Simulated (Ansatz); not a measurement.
Stepwise reaction of `N[SiH2]N` with water, as a gas-phase model of exchange steps in deposition or etching. ΔE in kJ/mol; ΔG adds harmonic PBE0-D4 terms to CCSD(T)/CBS, at 1 bar.

Isolated molecules relaxed with PBE0-D4/def2-TZVP in Ansatz; ΔE leaves out vibrations. CCSD(T)/CBS adds triple-zeta CCSD(T) − MP2 to the extrapolated MP2 energy (def2 sets, frozen cores). This one scheme is used for every species. Functionals use def2-TZVPP. B3LYP here is the variant with VWN-RPA as its local correlation; programs differ in this. One conformer a species, not always the lowest.

```csv
step,reaction,PBE-D4,B3LYP-D4,ωB97M-V,CCSD(T)/CBS,ΔG(400 K)
2,`N[SiH](N)O` + H₂O → `N[Si](N)(O)O` + H₂,-90.9,-98.9,-99.8,-95.7,-100.8
```

Q: Give the row of step 1, `N[SiH2]N` + H₂O → `N[SiH](N)O` + H₂. (An estimate is asked.)

A: Ansatz gave: 
| step | reaction | PBE-D4 | B3LYP-D4 | ωB97M-V | CCSD(T)/CBS | ΔG(400 K) |
| --- | --- | --- | --- | --- | --- | --- |
| 1 | `N[SiH2]N` + H₂O → `N[SiH](N)O` + H₂ | -93.8 | -99.6 | -101.0 | -97.9 | -96.7 |

Q: By hand: ΔE of the 2 steps together at CCSD(T)/CBS.

A: (-97.9) + (-95.7) = -193.6 kJ/mol, or -96.8 kJ/mol a step.

In ΔE the steps differ by no more than 2.2 kJ/mol. All are downhill at CCSD(T)/CBS. ΔG lies between -100.8 and -96.7 kJ/mol a step. PBE-D4 differs from CCSD(T)/CBS by 4.1 to 4.8 kJ/mol a step. Isolated molecules leave out the surface, adducts and barriers. Largest T1 diagnostic: 0.010.
